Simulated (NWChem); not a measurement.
NH4 cation; SMILES [NH4+]

### Question
Give the equilibrium geometry at PBE0-D3(BJ)/def2-TZVP (NWChem) as a Z-matrix, with the point group.

### Answer
point group Td; any orientation.
```
N
H 1 1.0236
H 1 1.0236 2 109.47
H 1 1.0236 2 109.47 3 120.00
H 1 1.0236 2 109.47 3 -120.00
```
